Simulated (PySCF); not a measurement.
C5H6NO2S (charge +1).
InChI=1S/C5H6NO2S/c1-6-3-9-2-5(6)8-4-7/h2-4H,1H3/q+1

Method used: TDDFT B3LYP/def2-SVPD, vertical, gas phase, core orbitals frozen in the response (PySCF 2.14.0, density-fitted response routines). Geometry: GFN2-xTB, one conformer, isolated ion. Torsions of this conformer, `[CH3:1][n+:2]1[cH:3][s:4][cH:5][c:6]1[O:7][CH:8]=[O:9]`: C5–C6–O7–C8 0°, C6–O7–C8–O9 0°.

Task: What does the calculation give for the low-lying excited states?

Result: 

```json
{"state": "S1", "E (eV)": "4.97", "λ (nm)": "249.4", "ν̃ (cm⁻¹)": "40100", "f": "0.068", "symmetry": "A′", "main configurations (H = HOMO, L = LUMO)": "H→L (96%)"}
{"state": "S2", "E (eV)": "5.24", "λ (nm)": "236.5", "ν̃ (cm⁻¹)": "42280", "f": "0.0000", "symmetry": "–", "main configurations (H = HOMO, L = LUMO)": "H-1→L (99%)"}
{"state": "S3", "E (eV)": "5.59", "λ (nm)": "221.8", "ν̃ (cm⁻¹)": "45080", "f": "0.0013", "symmetry": "–", "main configurations (H = HOMO, L = LUMO)": "H-1→L+1 (91%)"}
{"state": "S4", "E (eV)": "6.04", "λ (nm)": "205.4", "ν̃ (cm⁻¹)": "48700", "f": "0.064", "symmetry": "A′", "main configurations (H = HOMO, L = LUMO)": "H→L+1 (73%), H-2→L (25%)"}
{"state": "S5", "E (eV)": "6.25", "λ (nm)": "198.4", "ν̃ (cm⁻¹)": "50390", "f": "0.0005", "symmetry": "–", "main configurations (H = HOMO, L = LUMO)": "H→L+2 (99%)"}
{"state": "S6", "E (eV)": "6.51", "λ (nm)": "190.5", "ν̃ (cm⁻¹)": "52490", "f": "0.277", "symmetry": "A′", "main configurations (H = HOMO, L = LUMO)": "H-2→L (66%), H→L+1 (22%)"}
{"state": "S7", "E (eV)": "7.28", "λ (nm)": "170.4", "ν̃ (cm⁻¹)": "58700", "f": "0.0033", "symmetry": "A′", "main configurations (H = HOMO, L = LUMO)": "H-3→L (65%), H-2→L+1 (21%), H-1→L+2 (11%)"}
{"state": "S8", "E (eV)": "7.32", "λ (nm)": "169.5", "ν̃ (cm⁻¹)": "59010", "f": "0.016", "symmetry": "A′", "main configurations (H = HOMO, L = LUMO)": "H-1→L+2 (83%), H-3→L (13%)"}
```

Triplets (Tamm–Dancoff): T1 3.52 eV, H→L (96%); T2 4.70 eV, H-2→L (65%), H→L+1 (27%); T3 4.94 eV, H→L+1 (58%), H-2→L (33%).

The lowest singlet lies at 4.97 eV (249 nm, ultraviolet) and is of moderate strength; its leading configuration is HOMO→LUMO (96%). The strongest level in the table is S6 at 6.51 eV (191 nm, f = 0.277). Löwdin shares by element: HOMO carbon 60% or more, oxygen 16% or more (atoms not listed hold the other 24%); LUMO carbon 44% or more, sulfur 27%, nitrogen 19%. The listed states span 2.34 eV, and the widest gap between neighbours is 0.77 eV (S6 to S7). Weighted by f, the mean energy of these states is 6.23 eV. Of the 8 states listed, 4 reach f = 0.01 and 1 stays under 0.0005. Symmetry labels in Cs follow from the direction of the transition dipole and are given only for states with f of 0.002 or more. The window holds the lowest 8 singlets.

Time: 62 s wall. Hardware: one thread, Arm Neoverse V2, shared host.
